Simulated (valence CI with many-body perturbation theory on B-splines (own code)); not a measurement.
**Assign the levels of Se¹³⁺**

Calculated by valence CI with perturbative core correlation (CI+MBPT): three valence electrons over a frozen Dirac-Fock core [Ar], radial functions for each j: 9 s, 9 p, 10 d, 8 f, 5 g, 3 h, 1 i, with the one-electron correlation potential Σ1 (screened to all orders), the two-electron term Σ2, the three-electron term Σ3, Breit, model QED; selected single and double excitations, second order for the rest (own B-spline code, finite nucleus).

No measured spectrum was set against this ion. As an estimate, terms of the open shell hold to 2 to 4 % of their energy, and close levels can change places. Core correlation moves these levels by up to 4200 cm⁻¹, and in measured spectra 5 to 20 % of such shifts remained as error; rates that hang on mixing are uncertain with them. Only levels of the ground parity were solved; by the run's estimate the other parity begins above the list, which can be wrong where configurations are misplaced.

| No. | J | Parity | E (eV) | g |
| --- | --- | --- | --- | --- |
| 1 | 3/2 | even | 0.0000 | 0.407 |
| 2 | 5/2 | even | 0.4920 | 1.029 |
| 3 | 7/2 | even | 1.071 | 1.234 |
| 4 | 9/2 | even | 1.685 | 1.325 |
| 5 | 3/2 | even | 4.737 | 1.617 |
| 6 | 1/2 | even | 4.794 | 2.501 |
| 7 | 7/2 | even | 5.378 | 0.892 |
| 8 | 5/2 | even | 5.577 | 1.591 |
| 9 | 9/2 | even | 5.723 | 1.068 |
| 11 | 1/2 | even | 7.034 | 0.832 |
| 12 | 9/2 | even | 7.610 | 0.957 |
| 13 | 11/2 | even | 7.673 | 1.090 |
| 14 | 5/2 | even | 7.934 | 1.204 |
| 16 | 7/2 | even | 11.551 | 1.140 |

Energies count from the lowest level. Strongly mixed levels and levels close to another of their J and parity are left out, so the numbers can have gaps.

(1) Give configuration and LS term of each level.

## Answers

(1) 1: 3d3 4F; 2: 3d3 4F; 3: 3d3 4F; 4: 3d3 4F; 5: 3d3 4P; 6: 3d3 4P; 7: 3d3 2G; 8: 3d3 4P; 9: 3d3 2G; 11: 3d3 2P; 12: 3d3 2H; 13: 3d3 2H; 14: 3d3 2D; 16: 3d3 2F.
